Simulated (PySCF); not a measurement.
SbF: energy against distance

Set-up: Sb def2-SVP with ECP28, F def2-SVP; scalar-relativistic core potentials (PySCF 2.14). Energies in eV from Sb + F in their ground configurations at the same level. State: ³Σ⁻ (triplet), unpaired electrons π ↑↑.

All columns are r²SCAN. A positive dipole means Sb(−)F(+).

```csv
R (Å),E (eV),μ (D),Mulliken charge on Sb (basis-dependent),HOMO (eV),LUMO (eV),Mayer bond order,⟨S²⟩
1.680,-2.550,-1.13,0.40,-5.07,-2.78,0.94,2.01
1.758,-3.320,-1.52,0.40,-5.20,-2.91,0.95,2.01
1.836,-3.736,-1.90,0.41,-5.33,-3.04,0.95,2.01
1.894,-3.880,-2.18,0.42,-5.42,-3.13,0.95,2.01
1.953,-3.920,-2.45,0.42,-5.51,-3.23,0.95,2.01
2.012,-3.882,-2.71,0.43,-5.60,-3.32,0.94,2.01
2.090,-3.742,-3.05,0.43,-5.72,-3.43,0.93,2.01
2.187,-3.477,-3.45,0.43,-5.85,-3.57,0.93,2.01
2.304,-3.088,-3.89,0.43,-6.00,-3.71,0.92,2.01
2.461,-2.535,-4.41,0.43,-6.16,-4.13,0.90,2.02
```

A fit through these points gives, at Re = 1.950 Å, μ = -2.44 D and dμ/dR = -4.56 D/Å; the reduced mass is 16.42 u.

Q: How strong is the fundamental in the double-harmonic approximation, I = 42.26·(dμ/dR)²/μred km/mol?

A: I = 42.26·(-4.56)²/16.42 = 53.5 km/mol at r²SCAN.

Spin–orbit coupling is left out, which matters for elements this heavy, above all for dissociation energies. The state is the lowest determinant that a PBE0 search found; another state may lie lower at other levels.
